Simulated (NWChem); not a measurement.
Program: NWChem. System: isocyanic acid (CHNO), charge 0, spin multiplicity 1, at a geometry optimised with B3LYP/def2-SVP. Level: r2SCAN/def2-TZVP.

Job file:

```
start mol
memory heap 200 mb stack 900 mb global 1100 mb
geometry units angstroms nocenter noautoz
  N      1.163417    -0.075449     0.000000
  C     -0.046424     0.021070     0.000000
  O     -1.213805    -0.033622     0.000000
  H      1.845061     0.670701     0.000000
  symmetry group Cs
end
basis spherical
  * library def2-tzvp
end
dft
  xc r2scan
  semidirect memsize 60000000 filesize 0
  iterations 100
  grid fine
end
task dft energy
```

NWChem printed:

```
             Northwest Computational Chemistry Package (NWChem) 7.3.0
             --------------------------------------------------------

                                NWChem Input Module
                                -------------------

 Scaling coordinates for geometry "geometry" by  1.889725989
 (inverse scale =  0.529177249)

 Turning off AUTOSYM since
 SYMMETRY directive was detected!

                             Geometry "geometry" -> ""
                             -------------------------

 Output coordinates in angstroms (scale by  1.889725989 to convert to a.u.)

  No.       Tag          Charge          X              Y              Z
 ---- ---------------- ---------- -------------- -------------- --------------
    1 N                    7.0000     1.16341700    -0.07544900     0.00000000
    2 C                    6.0000    -0.04642400     0.02107000     0.00000000
    3 O                    8.0000    -1.21380500    -0.03362200     0.00000000
    4 H                    1.0000     1.84506100     0.67070100     0.00000000

 Effective nuclear repulsion energy (a.u.)      59.1124646781

            Nuclear Dipole moment (a.u.)
            ----------------------------
        X                 Y               Z
 ---------------- ---------------- ----------------
    -0.0000075589     0.0000037795     0.0000000000

      Symmetry information
      --------------------

 Group name             Cs
 Group number              2
 Group order               2
 No. of unique centers     4

      Symmetry unique atoms

     1    2    3    4


 Summary of "ao basis" -> "" (spherical)
 ------------------------------------------------------------------------------
       Tag                 Description            Shells   Functions and Types
 ---------------- ------------------------------  ------  ---------------------
 *                         def2-tzvp                  on all atoms

                                 NWChem DFT Module
                                 -----------------

 Summary of "ao basis" -> "ao basis" (spherical)
 ------------------------------------------------------------------------------
       Tag                 Description            Shells   Functions and Types
 ---------------- ------------------------------  ------  ---------------------
 N                         def2-tzvp                11       31   5s3p2d1f
 C                         def2-tzvp                11       31   5s3p2d1f
 O                         def2-tzvp                11       31   5s3p2d1f
 H                         def2-tzvp                 4        6   3s1p

 Summary of "ao basis" -> "ao basis" (spherical)
 ------------------------------------------------------------------------------
       Tag                 Description            Shells   Functions and Types
 ---------------- ------------------------------  ------  ---------------------
 N                         def2-tzvp                11       31   5s3p2d1f
 C                         def2-tzvp                11       31   5s3p2d1f
 O                         def2-tzvp                11       31   5s3p2d1f
 H                         def2-tzvp                 4        6   3s1p

      Symmetry analysis of basis
      --------------------------

        a'         68
        a"         31

            General Information
            -------------------
          SCF calculation type: DFT
          Wavefunction type:  closed shell.
          No. of atoms     :     4
          No. of electrons :    22
           Alpha electrons :    11
            Beta electrons :    11
          Charge           :     0
          Spin multiplicity:     1
          Use of symmetry is: on ; symmetry adaption is: on
          Maximum number of iterations: 100
          AO basis - number of functions:    99
                     number of shells:    37
          Convergence on energy requested:  1.00D-06
          Convergence on density requested:  1.00D-05
          Convergence on gradient requested:  5.00D-04

              XC Information
              --------------
                      r^2SCAN Method XC Functional
               r^2SCAN metaGGA Exchange Functional  1.000
                     r^2SCAN Correlation Potential  1.000

             Grid Information
             ----------------
          Grid used for XC integration:  fine
          Radial quadrature: Mura-Knowles
          Angular quadrature: Lebedev.
          Tag              B.-S. Rad. Rad. Pts. Rad. Cut. Ang. Pts.
          ---              ---------- --------- --------- ---------
          N                   0.65       70           8.0       590
          C                   0.70       70           8.0       590
          O                   0.60       70          10.0       590
          H                   0.35       60           9.0       590
          Grid pruning is: on
          Number of quadrature shells:   270
          Spatial weights used:  Erf1

          Convergence Information
          -----------------------
          Convergence aids based upon iterative change in
          total energy or number of iterations.
          Levelshifting, if invoked, occurs when the
          HOMO/LUMO gap drops below (HL_TOL):  1.00D-02
          DIIS, if invoked, will attempt to extrapolate
          using up to (NFOCK): 10 stored Fock matrices.

                    Damping( 0%)  Levelshifting(0.5)       DIIS
                  --------------- ------------------- ---------------
          dE  on:    start            ASAP                start
          dE off:    2 iters        100 iters           100 iters

      Screening Tolerance Information
      -------------------------------
          Density screening/tol_rho:  1.00D-10
          AO Gaussian exp screening on grid/accAOfunc:  14
          CD Gaussian exp screening on grid/accCDfunc:  20
          XC Gaussian exp screening on grid/accXCfunc:  20
          Schwarz screening/accCoul:  1.00D-08

      Superposition of Atomic Density Guess
      -------------------------------------

 Sum of atomic energies:        -167.26699646

      Non-variational initial energy
      ------------------------------

 Total energy =    -168.524378
 1-e energy   =    -344.320403
 2-e energy   =     116.683560
 HOMO         =      -0.381184
 LUMO         =       0.057293

      Symmetry analysis of molecular orbitals - initial
      -------------------------------------------------

  Numbering of irreducible representations:

     1 a'          2 a"

  Orbital symmetries:

     1 a'          2 a'          3 a'          4 a'          5 a'
     6 a'          7 a'          8 a"          9 a'         10 a'
    11 a"         12 a'         13 a'         14 a"         15 a'
    16 a'         17 a"         18 a'         19 a'         20 a'
    21 a"

------------------------------------------------------------
EAF file 0: "./mol.aoints.0" size=524288 bytes
------------------------------------------------------------
               write      read    awrite     aread      wait
               -----      ----    ------     -----      ----
     calls:        1         0         0         0         0
   data(b): 5.24e+05  0.00e+00  0.00e+00  0.00e+00
   time(s): 0.00e+00  0.00e+00  0.00e+00  0.00e+00  0.00e+00
rate(mb/s): 0.00e+00  0.00e+00
------------------------------------------------------------

   convergence    iter        energy       DeltaE   RMS-Dens  Diis-err    time
 ---------------- ----- ----------------- --------- --------- ---------  ------
 d= 0,ls=0.0,diis     1   -168.5810058002 -2.28D+02  1.63D-02  9.06D-01     2.4
 d= 0,ls=0.0,diis     2   -168.3686210497  2.12D-01  6.36D-03  3.25D+00     3.4
 d= 0,ls=0.0,diis     3   -168.6535599278 -2.85D-01  2.80D-03  1.77D-01     4.2
 d= 0,ls=0.0,diis     4   -168.6539794722 -4.20D-04  1.61D-03  1.51D-01     4.7
 d= 0,ls=0.0,diis     5   -168.6704852507 -1.65D-02  1.96D-04  2.13D-03     5.3
  Resetting Diis
 d= 0,ls=0.0,diis     6   -168.6707184734 -2.33D-04  4.13D-05  3.64D-05     5.9
 d= 0,ls=0.0,diis     7   -168.6707224313 -3.96D-06  2.76D-05  3.18D-06     6.5
 d= 0,ls=0.0,diis     8   -168.6707205033  1.93D-06  1.89D-05  2.09D-05     7.0
 d= 0,ls=0.0,diis     9   -168.6707227837 -2.28D-06  3.40D-06  5.96D-07     7.7
 d= 0,ls=0.0,diis    10   -168.6707228423 -5.86D-08  5.57D-07  1.68D-08     8.2

         Total DFT energy =     -168.670722842257
      One electron energy =     -346.047098847558
           Coulomb energy =      139.443764204466
    Exchange-Corr. energy =      -21.179852877229
 Nuclear repulsion energy =       59.112464678064

 Numeric. integr. density =       22.000000006659

     Total iterative time =      7.7s

                  Occupations of the irreducible representations
                  ----------------------------------------------

                     irrep           alpha         beta
                     --------     --------     --------
                     a'                9.0          9.0
                     a"                2.0          2.0

                       DFT Final Molecular Orbital Analysis
                       ------------------------------------

 Vector    9  Occ=2.000000D+00  E=-4.314443D-01  Symmetry=a'
              MO Center= -3.1D-01,  1.4D-02,  1.1D-14, r^2= 1.5D+00
   Bfn.  Coefficient  Atom+Function         Bfn.  Coefficient  Atom+Function
  ----- ------------  ---------------      ----- ------------  ---------------
    69      0.298055  3 O  py                38      0.270990  2 C  py
    72      0.247116  3 O  py                41      0.225614  2 C  py
     7      0.137101  1 N  py                75      0.118607  3 O  py
     4     -0.117857  1 N  s                 10      0.112270  1 N  py
     6     -0.103874  1 N  px                68     -0.092351  3 O  px

 Vector   10  Occ=2.000000D+00  E=-3.051923D-01  Symmetry=a'
              MO Center=  3.9D-01, -1.7D-01,  5.4D-15, r^2= 2.0D+00
   Bfn.  Coefficient  Atom+Function         Bfn.  Coefficient  Atom+Function
  ----- ------------  ---------------      ----- ------------  ---------------
     7      0.311556  1 N  py                69     -0.292035  3 O  py
    10      0.262668  1 N  py                72     -0.246482  3 O  py
    13      0.179721  1 N  py                 4     -0.177253  1 N  s
    75     -0.163312  3 O  py                 5     -0.119756  1 N  s
     3     -0.106331  1 N  s                  6     -0.102818  1 N  px

 Vector   11  Occ=2.000000D+00  E=-2.821247D-01  Symmetry=a"
              MO Center=  2.5D-01, -3.9D-02, -4.7D-15, r^2= 2.0D+00
   Bfn.  Coefficient  Atom+Function         Bfn.  Coefficient  Atom+Function
  ----- ------------  ---------------      ----- ------------  ---------------
     8      0.344779  1 N  pz                70     -0.307170  3 O  pz
    11      0.301459  1 N  pz                73     -0.261380  3 O  pz
    14      0.231350  1 N  pz                76     -0.177484  3 O  pz
    39      0.074641  2 C  pz                42      0.067580  2 C  pz
    54     -0.047234  2 C  d  1              49     -0.033784  2 C  d  1

 Vector   12  Occ=0.000000D+00  E=-2.249317D-02  Symmetry=a'
              MO Center=  2.9D-01,  1.5D-01,  6.9D-16, r^2= 2.3D+00
   Bfn.  Coefficient  Atom+Function         Bfn.  Coefficient  Atom+Function
  ----- ------------  ---------------      ----- ------------  ---------------
    96     -0.544245  4 H  s                 36      0.519448  2 C  s
    41      0.426358  2 C  py                38      0.383642  2 C  py
    12      0.372825  1 N  px                44      0.315781  2 C  py
    75     -0.291712  3 O  py                95     -0.282869  4 H  s
    69     -0.264640  3 O  py                72     -0.237486  3 O  py

 Vector   13  Occ=0.000000D+00  E= 2.910558D-02  Symmetry=a'
              MO Center=  7.7D-01,  5.4D-01,  6.2D-16, r^2= 4.1D+00
   Bfn.  Coefficient  Atom+Function         Bfn.  Coefficient  Atom+Function
  ----- ------------  ---------------      ----- ------------  ---------------
    36      1.836346  2 C  s                  5     -1.646323  1 N  s
    96      1.012573  4 H  s                 67     -0.795459  3 O  s
    35      0.731026  2 C  s                 13     -0.369975  1 N  py
     4     -0.344157  1 N  s                 74     -0.336106  3 O  px
    66     -0.232334  3 O  s                  3     -0.213674  1 N  s

 Vector   14  Occ=0.000000D+00  E= 3.048954D-02  Symmetry=a"
              MO Center=  1.0D-01,  4.0D-03, -7.6D-14, r^2= 1.8D+00
   Bfn.  Coefficient  Atom+Function         Bfn.  Coefficient  Atom+Function
  ----- ------------  ---------------      ----- ------------  ---------------
    45     -0.500280  2 C  pz                42     -0.496893  2 C  pz
    14      0.461562  1 N  pz                39     -0.407746  2 C  pz
    76      0.349047  3 O  pz                70      0.266679  3 O  pz
     8      0.264533  1 N  pz                11      0.243907  1 N  pz
    73      0.228477  3 O  pz                23     -0.035747  1 N  d  1

 center of mass
 --------------
 x =  -0.08001169 y =  -0.02924326 z =   0.00000000

 moments of inertia (a.u.)
 ------------------
           1.950454491093          -2.252778622628           0.000000000000
          -2.252778622628         163.908348149135           0.000000000000
           0.000000000000           0.000000000000         165.858802640228

     Multipole analysis of the density
     ---------------------------------

     L   x y z        total         alpha         beta         nuclear
     -   - - -        -----         -----         ----         -------
     0   0 0 0     -0.000000    -11.000000    -11.000000     22.000000

     1   1 0 0      0.663488      0.331748      0.331748     -0.000008
     1   0 1 0      0.557503      0.278749      0.278749      0.000004
     1   0 0 1     -0.000000     -0.000000     -0.000000      0.000000

     2   2 0 0    -12.238841    -50.183739    -50.183739     88.128638
     2   1 1 0      2.004721     -0.682556     -0.682556      3.369832
     2   1 0 1      0.000000      0.000000      0.000000      0.000000
     2   0 2 0    -11.534476     -6.662495     -6.662495      1.790513
     2   0 1 1     -0.000000     -0.000000     -0.000000      0.000000
     2   0 0 2    -12.370256     -6.185128     -6.185128      0.000000

 Task  times  cpu:        8.2s     wall:        8.2s

 Total times  cpu:        8.2s     wall:        8.2s
```
